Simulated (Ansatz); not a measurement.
A nudged elastic band was laid between two geometries of C₄H₉BOS (16 atoms, charge 0, multiplicity 1).

Method: Ansatz 0.2.0, RKS B3LYP/6-31G*.

| Quantity | Value |
| --- | --- |
| movable images | 5 |
| climbing image | yes |
| spring | 5.0 eV/Å² |
| optimiser | quadratic models (default) |
| start path | through a guess of the saddle point |
| force threshold | 0.05 eV/Å |
| iteration limit | 49 |
| end points | relaxed |

Initial state:

```xyz
16
Properties=species:S:1:pos:R:3
C -2.013 -0.627 -0.032
O -1.040 -0.242 0.930
C 0.266 -0.055 0.431
C 0.879 -1.343 -0.110
C 0.460 1.205 -0.474
B 1.449 1.898 0.543
S 1.303 0.668 1.843
H -2.980 -0.570 0.474
H -2.027 0.053 -0.896
H -1.864 -1.654 -0.391
H 1.926 -1.189 -0.384
H 0.343 -1.676 -1.008
H 0.825 -2.136 0.642
H 0.823 0.994 -1.488
H -0.482 1.762 -0.569
H 2.109 2.889 0.530
```

Final state:

```xyz
16
Properties=species:S:1:pos:R:3
C -2.037 -0.842 0.386
O -1.248 0.153 -0.250
C 0.126 0.095 -0.051
C 0.760 -1.224 -0.478
C 0.786 1.372 -0.625
B 1.373 1.840 0.763
S 0.655 0.545 1.781
H -3.078 -0.552 0.229
H -1.876 -1.839 -0.043
H -1.832 -0.874 1.465
H 1.848 -1.168 -0.396
H 0.495 -1.421 -1.525
H 0.422 -2.065 0.134
H 1.494 1.176 -1.441
H 0.014 2.047 -1.013
H 2.076 2.736 1.108
```

**Question.** What changes between the two ends?

**Answer.** No bond is made or broken. The dihedral C1–O2–C3–C4 goes from -64 to 58°.

**Question.** What energy profile does the band end with?

**Answer.** The forces met the threshold. The highest image is number 3 of 0 to 6, 7.9 kJ/mol above the first end and 23.8 kJ/mol above the last; the last end lies 15.9 kJ/mol below the first. A vibrational analysis at the climbing image gives one clearly imaginary mode, 118i cm⁻¹: a first-order saddle point.

| image | path coordinate (Å) | energy (kJ/mol) | dihedral C1–O2–C3–C4 (°) |
| --- | --- | --- | --- |
| 0 | 0.00 | 0.0 | -64 |
| 1 | 0.59 | 1.6 | -51 |
| 2 | 1.17 | 5.4 | -35 |
| 3 | 1.76 | 7.9 | -15 |
| 4 | 2.63 | 0.6 | 18 |
| 5 | 3.51 | -11.5 | 42 |
| 6 | 4.38 | -15.9 | 58 |

**Question.** What is the geometry of the highest image?

**Answer.** 
```xyz
16
Properties=species:S:1:pos:R:3
C -2.044 -0.898 0.080
O -1.201 0.137 0.564
C 0.175 0.117 0.290
C 0.726 -1.210 -0.219
C 0.643 1.366 -0.521
B 1.576 1.911 0.630
S 1.133 0.686 1.865
H -3.042 -0.657 0.452
H -2.078 -0.931 -1.018
H -1.761 -1.889 0.457
H 1.803 -1.120 -0.379
H 0.263 -1.479 -1.177
H 0.557 -2.023 0.494
H 1.098 1.131 -1.493
H -0.216 2.022 -0.709
H 2.344 2.816 0.729
```

**Question.** What are the harmonic wavenumbers there?

**Answer.** 118i, 119, 198, 256, 300, 329, 337, 381, 415, 540, 622, 633, 778, 815, 874, 889, 923, 1020, 1067, 1101, 1141, 1175, 1203, 1221, 1242, 1264, 1436, 1457, 1501, 1513, 1521, 1535, 1537, 2707, 3020, 3040, 3055, 3083, 3088, 3125, 3145, 3152 cm⁻¹.

Run time: 4.1 min on 2 threads of Arm Neoverse V2, on a shared host, peak memory 0.38 GiB.
